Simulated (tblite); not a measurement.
Compound: C₅H₆N₂S.
Cartesian coordinates in Å at the GFN2-xTB level; atoms count from 1:
```
atom  x, y, z in Å
C1     1.9825    0.7475   -0.3591
S2     3.3220   -0.2043    0.0960
N3     2.3185   -1.4019    0.6576
N4     1.1026   -1.1336    0.5252
C5     0.8306    0.0620   -0.0403
C6    -0.5486    0.5089   -0.2527
C7    -1.5948    0.1327    0.7652
C8    -1.6042   -0.5173   -0.5756
H9     2.0938    1.7099   -0.8117
H10   -0.6254    1.4802   -0.7251
H11   -1.2679   -0.4580    1.6066
H12   -2.3551    0.8621    0.9985
H13   -2.3704   -0.2431   -1.2846
H14   -1.2842   -1.5455   -0.6372
```

All values are computed: GFN2-xTB (tblite) harmonic vibrations without scaling, gas phase. The method is semi-empirical: single wavenumbers can be off by several per cent or more. One conformer, not necessarily the lowest.

Harmonic wavenumbers (cm⁻¹): 53.3, 146.6, 159.8, 355.6, 369.9, 506.8, 571.7, 652.7, 681.1, 741.7, 781.4, 805.4, 864.4, 875.4, 938.5, 956.0, 1027.3, 1047.7, 1073.4, 1073.9, 1079.2, 1090.0, 1154.8, 1240.8, 1317.0, 1341.8, 1408.4, 1420.2, 1467.7, 1509.6, 3053.5, 3090.9, 3092.8, 3107.0, 3122.8, 3188.0.

A = 5700, B = 1103, C = 996.3 MHz; mass 126.025 u (most abundant isotopes); point group Cs, symmetry number 1.

Zero-point energy?

Half the sum of the wavenumbers: 22684 cm⁻¹ = 64.86 kcal/mol.

What is S at 350 K and 1 bar for an ideal gas of classical rigid rotors and harmonic oscillators?

Translation 41.23, rotation 28.81, vibration 19.43: S = 89.5 cal/(mol K).

And Cp and H(350 K) − H(0)?

Cp = 32.37 cal/(mol K), of which vibrations give 24.42 (their classical limit is 36 R = 71.5); H(350 K) − H(0) = 6.55 kcal/mol without the zero-point energy, 3.77 from vibrations.

Blend soft modes into free rotors: weight 1/[1 + (100 cm⁻¹/ν̃)⁴] for the oscillator and the rest for a rotor with moment μB/(μ + B), μ = h/(8π²ν), B = 10⁻⁴⁴ kg m². What vibrational entropy results?

18.06 cal/(mol K) in place of 19.43, which changes −T·S at 350 K by +0.48 kcal/mol.

What must be added to the electronic energy to get the Gibbs energy at 350 K and 1 bar?

ZPE + [H(350 K) − H(0)] − T·S = 64.86 + 6.55 − 31.31 = 40.10 kcal/mol.

Which modes carry the vibrational entropy at 350 K?

53.3 cm⁻¹: 5.01; 146.6 cm⁻¹: 3.02; 159.8 cm⁻¹: 2.86; 355.6 cm⁻¹: 1.40; 369.9 cm⁻¹: 1.34; 506.8 cm⁻¹: 0.85 cal/(mol K); the other 30 give 4.95 together.

Hindered rotation and anharmonicity are outside this model. Other conformers, if any are populated, would add a mixing term that is left out.

Hardware: one thread, Intel Xeon 6975P-C (x86_64), no GPU (shared host). Cost: 0.31 s of wall time. This covers the Hessian and the dipole derivatives.
